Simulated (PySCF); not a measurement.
**How methods differ on the excitation energy of P²⁺**

P²⁺ [Ne] 3s2 3p1 (2P) → P²⁺ [Ne] 3s1 3p1 4s1 (4P), as a difference of total energies. All numbers are calculated (PySCF 2.14, no relativity, point nucleus, in dyall-av3z (19s12p3d2f, 84 functions)). Correlated levels: valence: [Ne] frozen; virtual orbitals above 40 to 60 times the deepest correlated orbital energy dropped. The calculations carry no spin-orbit coupling.

```csv
method,excitation energy (eV)
UHF,21.216
MP2 (valence),22.220
SCS-MP2 (valence),22.588
CCSD (valence),22.655
CCSD(T) (valence),22.650
```

Problem. How much does correlation contribute at CCSD(T) (valence)?

Solution. 22.650 − (21.216) = 1.434 eV, measured against UHF.

The promoted electron is Rydberg-like, and one or two diffuse shells describe it only roughly, which tends to raise the upper state.

The coupled-cluster amplitudes are large for the upper state (T1 above 0.03 or a double amplitude above 0.15), so a single reference is strained.
